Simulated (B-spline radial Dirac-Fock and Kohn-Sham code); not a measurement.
# Radiative decay of the M5 hole in Pb⁺

System: lead as Pb⁺ in the configuration 1s2 2s2 2p6 3s2 3p6 3d10 4s2 4p6 4d10 4f14 5s2 5p6 5d10 6s2 6p1.

Level of theory: a relativistic independent-particle model: LDA orbitals of the hole state, radiative multipoles to third order, Auger rates from the Coulomb interaction with a continuum orbital, Dirac-Fock energies; a radial finite-basis atomic code.

```
       line  multipole  energy (eV)  width (meV)  share (%)
Mζ1 (M5-N3)         E1       1834.9         2.36       3.08
Mα2 (M5-N6)         E1       2343.4         3.59       4.69
Mα1 (M5-N7)         E1       2348.3         70.3       91.6
      M5-O3         E1       2398.4        0.443      0.578
```

The listed lines hold 100.0 % of the radiative rate. The radiative width is 0.0767 eV in the length form and 0.0770 eV in the velocity form; the two differ because the transition energies are not eigenvalue differences of the potential that gave the orbitals.

Values without a named source are computed, but for edge energies of neutral atoms, which are taken from tables.
